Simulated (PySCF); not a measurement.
A calculated (PBE0, PySCF 2.14, x2c-TZVPPall, the spin-free X2C one-electron Hamiltonian (Gaussian nucleus)) atom or ion has these occupied shells.

```
shell  electrons  orbital energy (eV)  rms radius, mean of both spins (bohr)
   1s          2             -10310.3                                 0.0560
   2s          2              -1315.8                                  0.236
   2p          6              -1148.9                                  0.211
   3s          2              -189.64                                  0.699
   3p          6              -138.79                                  0.736
   3d         10              -55.911                                  0.885
```

Task: Name the element and its charge.

Result: Ga³⁺ (gallium, charge +3), in [Ar] 3d10, closed-shell 1S.
